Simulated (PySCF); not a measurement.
Work out the structure from these simulated measurements.

Elements present: C and H. Monoisotopic mass: 104.0626 u.

- Rotational structure: rotational constants A, B, C: 5.183, 1.542, 1.189 GHz [PBE0-D3(BJ)/def2-SVP]
- 1H NMR: chemical shifts (computed TMS as zero) by class: 7.54 (2 H), 7.43 (2 H), 7.32 (1 H), 6.62 (1 H), 6.21 (1 H), 5.54 (1 H) ppm [GIAO PBE0/pcSseg-1]
- Dipole: 0.16 D [PBE0/pcSseg-1]
- Couplings: largest of the computed one-bond spin–spin couplings (means over like bonds): 13C–1H +171.9, 13C–1H +167.6, 13C–1H +166.4 (×2), 13C–1H +164.2 (×2), 13C–1H +163.8, 13C–1H +159.7, 13C–13C +77.5, 13C–13C +63.4 (×2) Hz [B3LYP/pcJ-1, spin–dipole term left out]
- 13C NMR: chemical shifts (computed TMS as zero) by class: 144.9 (1 C), 141.0 (1 C), 134.0 (2 C), 133.8 (1 C), 131.7 (2 C), 118.8 (1 C) ppm [GIAO PBE0/pcSseg-1]

Gas-phase values; electronic properties from PySCF, density fitting. Levels stand in brackets. One conformer (not necessarily the lowest) at the PBE0-D3(BJ)/def2-SVP geometry, without solvent, vibrations or thermal averaging. NMR classes are plain means over equivalent atoms (diastereotopic ones count apart unless rotation or inversion swaps them), as if these changed places fast.

Task: Which formula fits the mass and the elements?

Result: C8H8 (calculated 104.0626). No other formula that holds each of these elements comes within 0.0003 u with a fitting electron parity and a possible valence count.

Task: Give a SMILES that accounts for the data.

Result: Numbering: `[CH2:1]=[CH:2][c:3]1[cH:4][cH:5][cH:6][cH:7][cH:8]1`. Its formula, C8H8, gives 5 degrees of unsaturation: 1 ring and 4 π bonds in the structure found (Kekulé form). 8 carbons fall into 6 classes; from least to most shielded: alkene CH carbon [C2] (144.9 ppm), substituted aromatic carbon [C3] (141.0 ppm), aromatic CH carbon [C5/C7] (134.0 ppm, 2 C), aromatic CH carbon [C6] (133.8 ppm), aromatic CH carbon [C4/C8] (131.7 ppm, 2 C, up to 8.2 ppm apart in this geometry), terminal =CH2 carbon [C1] (118.8 ppm). Hydrogen classes from least to most shielded: 2 H on the ortho carbons, C4/C8 (7.54 ppm, a mean of values up to 0.8 ppm apart in this geometry), 2 H on the meta carbons, C5/C7 (7.43 ppm), 1 H on the para carbon, C6 (7.32 ppm), 1 H on an alkene CH carbon, C2 (6.62 ppm), 1 H on a terminal =CH2 carbon, C1 (6.21 ppm), 1 H on a terminal =CH2 carbon, C1 (5.54 ppm). The couplings run between: +171.9 Hz, terminal =CH2 carbon [C1] and its hydrogen; +167.6 Hz, aromatic CH carbon [C6] and its hydrogen; +166.4 Hz, aromatic CH carbon [C5] and its hydrogen (with 1 like pair); +164.2 Hz, aromatic CH carbon [C4] and its hydrogen (with 1 like pair); +163.8 Hz, terminal =CH2 carbon [C1] and its hydrogen; +159.7 Hz, alkene CH carbon [C2] and its hydrogen; +77.5 Hz, terminal =CH2 carbon [C1] and alkene CH carbon [C2]; +63.4 Hz, aromatic CH carbon [C4] and aromatic CH carbon [C5] (with 1 like pair). The optimised geometry has point group Cs and is an asymmetric top. Structure: `C=Cc1ccccc1`. The assignments are read from this structure; whether some other isomer fits the data as well wasn't checked.

Shape of the structure used: `[CH2:1]=[CH:2][c:3]1[cH:4][cH:5][cH:6][cH:7][cH:8]1`: C1–C2–C3–C4 0°.
